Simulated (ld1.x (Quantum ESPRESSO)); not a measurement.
## In (Z = 49): one change to an RRKJ potential, before and after

```json
{
  "Element": "In",
  "Generator": "ld1.x (Quantum ESPRESSO) 7.5",
  "Type": "norm-conserving RRKJ (Kleinman–Bylander form)",
  "Functional": "revPBE",
  "Relativity": "scalar-relativistic",
  "Frozen core": "[Kr] 4d10",
  "Valence charge": "3",
  "Reference configuration": "5s2 5p1",
  "Partial waves": "5p (bound): rc 2.80 bohr; 5s (bound): rc 1.95 bohr",
  "Local potential": "the s channel",
  "Core correction": "none"
}
```

Change: all radii scaled by about 1.17 (s 2.28, p 3.28 bohr).

Cutoffs: the cutoffs (Ry, on a coarse ladder) from which the occupation-weighted sum of valence levels, in a spherical-Bessel basis at the reference potential, stays within 10 and 1 mRy of its value at 400 Ry; they do not see the model core or the augmentation charge, which bear on the density cutoff. Errors are all-electron minus pseudo energies relative to the spin-unpolarised reference configuration.

Task: What does the change do?

Result: The potential gets softer (18 Ry and 30 Ry → 15 Ry and 25 Ry); the errors of the 7 common tests hardly move; neither file shows a bound ghost. A larger radius leaves more room for a smooth pseudo-wave, so fewer plane waves are needed.

```tsv
quantity	base	changed
cutoff, loose	18 Ry	15 Ry
cutoff, tight	30 Ry	25 Ry
loose cutoff by channel (10 mRy a level)	p 8 Ry, s 8 Ry	p 6 Ry, s 8 Ry
bound ghosts	none	none
error for 5s2 5p0, meV [ΔE 5.28 eV]	+17	+16
error for 5s1 5p0, meV [ΔE 24.36 eV]	+38	+35
error for 5s2 5p0.5, meV [ΔE 1.90 eV]	+2.7	+2.6
error for 5s1 5p2, meV [ΔE 5.82 eV]	+19	+20
error for 5s1 5p1, meV [ΔE 11.86 eV]	-7.7	-6.8
error for 5s0 5p3, meV [ΔE 11.90 eV]	+96	+97
error for 5s2 5p1.3, meV [ΔE -0.51 eV]	+0.8	+0.8
```
